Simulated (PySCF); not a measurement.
C₂H₇Bi, SMILES [CH3][BiH][CH3].

Geometry optimised at B3LYP-D3(BJ)/def2-SVP. The def2 effective core potentials stand for the cores of Bi; spin–orbit coupling is left out.

Level of theory: C-PCM-ωB97X/def2-SVP (PySCF).

The values are the electrostatic part of the solvation free energy, E(continuum) − E(gas) at the gas-phase geometry, in a cavity of scaled van der Waals radii (PySCF's table); cavitation and dispersion terms are not included. A continuum can't describe solvent molecules that bind to the metal. In vacuum the orbital gap is 10.91 eV. The dipole moment in vacuum is 0.73 D.

```json
[
 {"solvent": "water", "ε": "78.36", "ΔG(elec) (kcal/mol)": "-1.2", "dipole (D)": "1.16", "gap (eV)": "10.99"},
 {"solvent": "N,N-dimethylformamide", "ε": "37.22", "ΔG(elec) (kcal/mol)": "-1.2", "dipole (D)": "1.15", "gap (eV)": "10.99"},
 {"solvent": "1-octanol", "ε": "9.86", "ΔG(elec) (kcal/mol)": "-1.1", "dipole (D)": "1.10", "gap (eV)": "10.98"}
]
```
